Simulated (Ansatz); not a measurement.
Mulliken charges of `[OH][GeH]([OH])[Cl]` from r2SCAN/def2-TZVPP in Ansatz (PBE0-D4/def2-TZVP geometry).

| atom | x (Å) | y (Å) | z (Å) | charge (e) |
| --- | --- | --- | --- | --- |
| O1 | -0.173 | 1.383 | -0.546 | -0.431 |
| Ge2 | -0.114 | -0.085 | 0.426 | 0.756 |
| O3 | 1.491 | -0.771 | 0.271 | -0.422 |
| Cl4 | -1.603 | -1.406 | -0.397 | -0.323 |
| H5 | -0.974 | 1.443 | -1.074 | 0.205 |
| H6 | -0.377 | 0.131 | 1.910 | 0.013 |
| H7 | 1.812 | -0.764 | -0.635 | 0.202 |

Question: By hand: the dipole of these point charges (1 e Å = 4.8032 D).

Answer: Σ q r = (0.038, 0.262, 0.248) e Å, of length 0.363 e Å = 1.74 D.

Question: How does the dipole of the full density compare? (Best estimate.)

Answer: Ansatz gave: (-0.080, 0.149, -0.122) e Å, 1.00 D; the point charges give 1.74 times that, at 86° from its direction.

Point charges leave out the atoms' own dipoles, such as those of lone pairs, and Mulliken's split depends on the basis, so the two needn't agree.
